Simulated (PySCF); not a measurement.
`InChI=1S/C8H11Br/c9-8-6-4-2-1-3-5-7-8/h4H,1-3,5,7H2`

Geometry (Å), atoms numbered from 1 in this order:
```xyz
20

Br    0.997    1.919    2.583
C     0.892    1.433    0.744
C    -0.165    1.730    0.036
C    -1.236    1.557   -0.701
C    -1.968    0.240   -0.615
C    -1.221   -0.841    0.166
C     0.132   -1.291   -0.437
C     1.412   -0.969    0.349
C     1.928    0.470    0.236
H    -1.588    2.313   -1.412
H    -2.970    0.395   -0.175
H    -2.154   -0.106   -1.648
H    -1.890   -1.713    0.236
H    -1.073   -0.499    1.204
H     0.103   -2.386   -0.556
H     0.231   -0.893   -1.463
H     2.215   -1.640   -0.001
H     1.258   -1.213    1.415
H     2.138    0.707   -0.820
H     2.872    0.585    0.791
```

Computed, not measured: quadratic response CAM-B3LYP/aug-cc-pVDZ first hyperpolarisability, Taylor convention, gas phase in PySCF 2.14.0. Geometry: PBE0-D3(BJ)/def2-SVP.

The calculation is non-relativistic, which matters for the atoms heavier than Zn.

(1) Give the tensor of the static β(0;0,0) in the axes of these coordinates.

Results:

(1) In au, Taylor convention; rows are the first index (the induced dipole):
|  | xx | yy | zz | xy | xz | yz |
| --- | --- | --- | --- | --- | --- | --- |
| x | -11.3 | +2.0 | -4.8 | -23.8 | -8.5 | -30.2 |
| y | -23.8 | -40.2 | -52.5 | +2.0 | -30.2 | -20.9 |
| z | -8.5 | -20.9 | -38.8 | -30.2 | -4.8 | -52.5 |

Norm of βᵢ = ⅓ Σⱼ (βᵢⱼⱼ + βⱼᵢⱼ + βⱼⱼᵢ): 135.7 au, hyper-Rayleigh value 57.8 au.
